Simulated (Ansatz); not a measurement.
Gas-phase electronic energies from Ansatz, PBE0-D4/def2-TZVP geometries. CCSD(T)/CBS adds triple-zeta CCSD(T) − MP2 to the extrapolated MP2 energy (def2 sets, frozen cores). Functionals use def2-TZVPP. def2 core potentials past Kr. For Ga, Sn outer-core shells are correlated without core-valence functions, which leaves a few kJ/mol of doubt a bond. Scalar relativity is left out up to krypton. Each species was taken in one conformer, which may not be the lowest.

Consider the cleavage of the B–Sn bond: `[BH2][SnH2][OH]` + `[OH][Ga]([Cl])[O][SiH3]` → `B[O][Ga]([Cl])[O][SiH3]` + `[OH][SnH3]`.

| level | ΔE (eV) |
| --- | --- |
| ωB97M-V | -1.56 |
| r2SCAN | -1.52 |
| HF/def2-TZVPP | -1.62 |
| SCS-MP2/def2-QZVPP | -1.51 |

What does CCSD(T)/CBS give? (An estimate is asked.)

The calculation gave: -1.46 eV. The listed levels differ from it by -0.10, -0.06, -0.16, -0.05 eV.

Largest T1 diagnostic among the species: 0.014.

The D4 term adds −0.03 eV with B3LYP and −0.02 eV with PBE0; it sums over pairs of atoms, weighted by their polarisabilities, and B3LYP, whose exchange is more repulsive, gets the larger term. In def2-TZVPP, CCSD(T) changes the Hartree–Fock value by +0.09 eV (the triples alone add −0.01 eV) and MP2 by +0.09 eV.

B3LYP here is the variant with VWN-RPA as its local correlation; programs differ in this.
